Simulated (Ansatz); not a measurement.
Consider the redistribution: `C#[C][SnH2][C]#C` + `[F][Zr]([F])([F])[F]` → `C#[C][SnH2][F]` + `C#[C][Zr]([F])([F])[F]`.

Computed with Ansatz on PBE0-D4/def2-TZVP structures; ΔE is electronic, products minus reactants. CCSD(T)/CBS adds triple-zeta CCSD(T) − MP2 to the extrapolated MP2 energy (def2 sets, frozen cores). Functionals use def2-TZVPP. def2 core potentials past Kr. For Sn, Zr outer-core shells are correlated without core-valence functions, which leaves a few kJ/mol of doubt a bond.

```
  level  ΔE (eV)
   PBE0     1.14
LC-ωPBE     1.25
```

(1) What does CCSD(T)/CBS give? (Best estimate.)

Largest T1 diagnostic among the species: 0.018.

Answers

(1) Ansatz gave: +1.14 eV. The listed levels differ from it by 0.00, 0.11 eV.

At CCSD(T), def2-SVP lies +0.09 eV from the extrapolated value and def2-TZVPP +0.04 eV. In def2-TZVPP, CCSD(T) changes the Hartree–Fock value by +0.09 eV (the triples alone add −0.00 eV) and MP2 by +0.14 eV.
